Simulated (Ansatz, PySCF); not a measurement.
ClI, SMILES ICl. Atoms are numbered in the order given.

```xyz
2

Cl     0.0000     0.0000    -1.7653
I      0.0000     0.0000     0.5794
```

Geometry optimised at B3LYP-D3(BJ)/def2-TZVP. The def2 effective core potentials stand for the cores of I; spin–orbit coupling is left out.

Two levels are set side by side: PBE-D3(BJ)/def2-TZVP (Ansatz, a first-principles code) and B3LYP-D3(BJ)/def2-TZVP (Ansatz). Each level has its own optimised geometry; the coordinates shown are those of the second. Frequencies come from the Hessian of PySCF at each geometry. Differences are taken from unrounded values.

```
quantity                            B3LYP-D3(BJ)
----------------------------------  ------------
bond Cl1–I2 (Å)                            2.345
highest harmonic wavenumber (cm⁻¹)           375
mean harmonic wavenumber (cm⁻¹)              375
zero-point energy (kcal/mol)                0.54
```

What does PBE-D3(BJ) give, and how far is it from B3LYP-D3(BJ)? (Estimate from the structure and the level; the computed values follow.)


```tsv
quantity	PBE-D3(BJ)	PBE-D3(BJ) minus B3LYP-D3(BJ)
bond Cl1–I2 (Å)	2.340	-0.005
highest harmonic wavenumber (cm⁻¹)	374	-1
mean harmonic wavenumber (cm⁻¹)	374	-1
zero-point energy (kcal/mol)	0.53	0.00
```

On these quantities the two levels nearly agree.
